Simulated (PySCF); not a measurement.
Peak assignment

Geometry:
| atom | x (Å) | y (Å) | z (Å) |
| --- | --- | --- | --- |
| N1 | -1.281 | 2.138 | -1.660 |
| C2 | -1.078 | 1.504 | -0.714 |
| C3 | -0.819 | 0.659 | 0.465 |
| C4 | -0.723 | -0.815 | 0.067 |
| C5 | 0.562 | -1.047 | -0.703 |
| O6 | 1.678 | -0.565 | 0.018 |
| B7 | 1.546 | 0.469 | 0.881 |
| O8 | 0.350 | 1.092 | 1.119 |
| H9 | -1.662 | 0.809 | 1.159 |
| H10 | -0.725 | -1.416 | 0.990 |
| H11 | -1.599 | -1.110 | -0.529 |
| H12 | 0.719 | -2.119 | -0.892 |
| H13 | 0.521 | -0.541 | -1.684 |
| H14 | 2.509 | 0.860 | 1.485 |

Method: structure optimised with PBE0-D3(BJ)/def2-SVP, GIAO PBE/pcSseg-1 shieldings, J: B3LYP/pcJ-1 (spin–dipole term only in couplings to heteroatoms), in PySCF (isolated molecule, a single conformation, no relativistic terms).

Scale: ¹³C (180.03 ppm) and ¹H (31.20 ppm) against TMS (reference shieldings calculated alike).

(1) Assign these signals to the numbered atoms. ¹³C{¹H} NMR (computed): δ 120.1, 61.7, 61.2, 34.7.

(2) Assign these signals to the numbered atoms. ¹H NMR (500 MHz, computed): δ 4.69 (dt, J = 6.1, 1.8 Hz, 1H), 4.56 (td, J = 14.1, 3.1 Hz, 1H), 4.20 (br, 1H), 4.05 (ddt, J = 14.1, 5.3, 1.7 Hz, 1H), 2.10 (m, 1H), 1.80 (ddt, J = 15.6, 3.1, 1.6 Hz, 1H).

Results:

(1) 
```tsv
δ (ppm)	atoms	environment	reason
120.1	C2	nitrile carbon	typical of a nitrile
61.7	C3	sp3 CH bonded to O, α to a nitrile	pulled downfield by the heteroatom
61.2	C5	sp3 CH2 bonded to O	the inductive effect lowers its shielding
34.7	C4	sp3 CH2 in a ring	saturated and bonded to C and H only
```

C3 and C5 lie closer than the usual error of such a calculation, so a measured spectrum could show them in the other order.

(2) 
```tsv
δ (ppm)	atoms	environment	reason
4.69	H9	hydrogen on an sp3 CH bonded to O, α to a nitrile	its carbon carries O, an electronegative neighbour
4.56	H13	hydrogen on an sp3 CH2 bonded to O	its carbon carries O, hence the downfield position
4.20	H14	hydrogen on a boron bonded to 2 O, in a 6-membered ring	–
4.05	H12	hydrogen on an sp3 CH2 bonded to O	its carbon carries O, which withdraws density
2.10	H10	hydrogen on an sp3 CH2 in a ring	–
1.80	H11	hydrogen on an sp3 CH2 in a ring	–
```

Hydrogens on boron are broadened and split by ¹¹B (spin 3/2, 80 %) and 10B (spin 3). Splittings below 1 Hz are ignored in the labels, and close J values are merged. Unscaled 3J(H,H) at this level run about 10 % above measured values. Shifts are as computed. Against solution values, carbons near 30 ppm lie about +2 ppm off and those near 130 ppm about +2 ppm. Of 1211 compounds with measured shifts, 218 miss one by over three times the rms of a fit or turn the order of signals round; such compounds aren't used in these exercises.
